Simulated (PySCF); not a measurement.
System: sum formula BH$_{2}$S$_{3}$ (charge -1, singlet). It need not be the lowest isomer of its formula. Whether it binds its extra electron was not tested at this geometry. SMILES: [S-]B(S)S
Geometry from a B3LYP-D3(BJ)/def2-TZVP (Ansatz) optimisation:
```xyz
6

S     -0.2594     1.8504    -0.1029
B     -0.0201     0.1432    -0.0080
S      1.6943    -0.6064    -0.1303
S     -1.4650    -1.0297     0.2213
H      1.4226    -1.9204    -0.0108
H     -0.8417    -2.2238     0.2412
```
Charge -1, spin multiplicity 1.

Dispersion corrections to the total energy (kcal/mol) from the dftd3 and dftd4 libraries through PySCF: D3(BJ) without and D4 with the three-body term, each with the damping fitted for the functional named.

```tsv
functional	D3(BJ)	D4
HSE06	-3.40	-4.05
revPBE	-10.63	-13.75
BHLYP	-7.14	?
BLYP	?	-11.12
PBE0	-4.04	?
TPSS	-5.83	-6.85
PW6B95	-2.81	-4.16
```

Fill in the missing entries.


- BHLYP, D4: -6.99
- BLYP, D3(BJ): -10.24
- PBE0, D4: -4.30
